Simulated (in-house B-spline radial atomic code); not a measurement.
The numbers below are computed, except where a source is named.
# Softness against transferability: the 4p channel of Br

Br, [Ar] 3d10 4s2 4p5, non-relativistic LDA (VWN5), spherical and spin-unpolarised, from an all-electron radial atomic-structure program (B-spline basis) (atomic units). The all-electron 4p level is ε = -0.295334 hartree, its outermost node lies just inside 0.73 bohr and its outer maximum at 1.67 bohr.

Troullier-Martins pseudo-orbitals are made for several radii. The cutoffs (hartree) are the plane-wave energies beyond which the orbital holds less than the named kinetic energy per electron. The phase error is the difference, pseudo minus all-electron, of arctan(R P'/P) at R = 2.64 bohr for all radii, half a hartree below and above the level.

| r_c (bohr) | V_l(0) (hartree) | cutoff for 10 mEh | for 1 mEh | for 0.1 mEh | phase error at ε − 0.5 (mrad) | at ε + 0.5 (mrad) |
| --- | --- | --- | --- | --- | --- | --- |
| 1.25 | -11.33 | 24.5 | 34.9 | 70.1 | -0.8 | -2.3 |
| 1.45 | -1.30 | 3.81 | 12.3 | 28.6 | -0.5 | -1.4 |
| 1.67 | -0.05 | 4.03 | 12.7 | 25.3 | -0.4 | -1.2 |
| 1.89 | -0.73 | 3.7 | 11.3 | 21.5 | -0.6 | -1.6 |
| 2.11 | -1.35 | 3.48 | 9.16 | 12.9 | -1.1 | -2.8 |
| 2.34 | -1.74 | 3.48 | 4.99 | 10.6 | -1.9 | -4.6 |

Task: Which radius needs the lowest cutoff for 0.1 mEh while both phase errors stay within 2.4 mrad?

Result: The radii within that limit are 1.25, 1.45, 1.67, 1.89 bohr; of these r_c = 1.89 needs the least, 21.5 hartree, that is 43 Ry or 585 eV.

Task: What does the larger radius buy, and what does it cost?

Result: From r_c = 1.25 to 2.34 bohr the cutoff for 1 mEh goes from 34.9 to 4.99 hartree, a factor of 6.99, against 3.50 for a pure 1/r_c² scaling, end to end; step by step it is 34.9, 12.3, 12.7, 11.3, 9.16, 4.99, and for 0.1 mEh 70.1, 28.6, 25.3, 21.5, 12.9, 10.6; the number of plane waves goes as the cutoff to the power 3/2, here a factor of 18.5. The larger of the two phase errors is least at r_c = 1.67 bohr, 1.2 mrad; it is 2.3 at the smallest radius and 4.6 at the largest. These errors test the reference atom alone. The smallest radius lies well inside the outer maximum, where the nodeless form must bend sharply to keep the norm, so it is both harder and scatters less well than the next. Large radii also let the cores of neighbours overlap, which an atom doesn't show.
